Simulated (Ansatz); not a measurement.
`F[SiH2][AlH][GeH3]` + `CN[SiH3]` → `CN([SiH3])[SiH2]F` + `[AlH2][GeH3]`  (cleavage of the Si–Al bond)

Isolated molecules relaxed with PBE0-D4/def2-TZVP in Ansatz; ΔE leaves out vibrations. CCSD(T)/CBS adds triple-zeta CCSD(T) − MP2 to the extrapolated MP2 energy (def2 sets, frozen cores). DFT in def2-TZVPP. For Ge outer-core shells are correlated without core-valence functions, which leaves a few kJ/mol of doubt a bond. Scalar relativity is left out up to krypton. One conformer a species, not always the lowest.

```
         level  ΔE (kJ/mol)
        r2SCAN        -79.0
MP2/def2-TZVPP        -98.3
MP2/def2-QZVPP        -97.9
  HF/CBS(def2)        -90.6
```

Q: What does CCSD(T)/CBS give? (Estimate.)

A: Computed: -87.1 kJ/mol. The listed levels differ from it by 8.1, -11.2, -10.8, -3.5 kJ/mol.

Largest T1 diagnostic among the species: 0.012.

The D4 term adds −8.5 kJ/mol with B3LYP and −4.4 kJ/mol with PBE0; it sums over pairs of atoms, weighted by their polarisabilities, and B3LYP, whose exchange is more repulsive, gets the larger term. From PBE to PBE0 (25 % exact exchange), in def2-TZVPP and without D4, ΔE moves by −7.0 kJ/mol.

B3LYP here is the variant with VWN-RPA as its local correlation; programs differ in this.
